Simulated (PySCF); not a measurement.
Dipole response of Sn⁻ (tin, charge -1)

[Kr] 4d10 5s2 5p3, high-spin 4S determinant. All numbers are calculated (PySCF 2.14, the spin-free X2C one-electron Hamiltonian (Gaussian nucleus), in aug-cc-pwCVTZ-DK3 with one added diffuse shell each of s, p, d, f type (11s10p8d5f1g, 125 functions)). Coupled (time-dependent) response in atomic units; α is the mean over directions.

```json
{"method": "UHF", "mean α (bohr³)": "187.4", "C₆ (like pair)": "3173", "S(−4)": "20830"}
```

S(−4) is the Cauchy moment in α(ω) = α(0) + S(−4) ω² + …

α(iu) at UHF:

```csv
u (hartree),α(iu) (bohr³)
0,187.4
0.0500,150.4
0.100,104.2
0.200,56.11
0.300,34.89
0.500,17.46
0.750,9.742
1.00,6.462
1.50,3.687
2.00,2.492
3.00,1.413
5.00,0.6467
```

A single London oscillator, α(iu) = α/(1 + u²/ω²), gives C₆ = (3/4) ω α². Matching the computed C₆ needs ω = 4 × 3173 / (3 × 187.4²) = 0.120 hartree.

For an ion, C₆ is the dispersion term alone; charge-induced terms of lower order in 1/R come first.
